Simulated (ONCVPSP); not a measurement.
**LDA (Perdew-Wang 92) ONCV dataset for barium (Ba), scalar-relativistic all-electron reference.**

* Element: barium
* Generator: ONCVPSP 4.0.1
* Type: optimised norm-conserving Vanderbilt (ONCV)
* Functional: LDA (Perdew-Wang 92)
* Relativity: scalar-relativistic
* Frozen core: [Kr] 4d10 5s2
* Valence charge: 8
* Reference configuration: 5p6 6s1 6p1
* Partial waves: 6s: rc 4.00 bohr, ncon 4, nbas 6, qcut 1.9 1/bohr, 2 projectors, debl 2.8 Ha; 5p+6p: rc 3.75 bohr, ncon 4, nbas 8, qcut 3.1 1/bohr, 2 projectors; d scattering state at 0.1 Ha: rc 3.90 bohr, ncon 3, nbas 6, qcut 2.7 1/bohr, 2 projectors, debl 2.7 Ha
* Local potential: polynomial inside 2.45 bohr (lpopt 5, dvloc0 4 Ha)
* Core correction: Teter function, fcfact 4.25, rcfact 1.45

Question: Is a potential produced?

Answer: No. ONCVPSP 4.0.1 stopped with "test_data: must have ncon+3 <= nbas <= ncon+5, l= 0": the input breaks a rule of the program on the basis size: nbas must lie between ncon + 3 and ncon + 5.
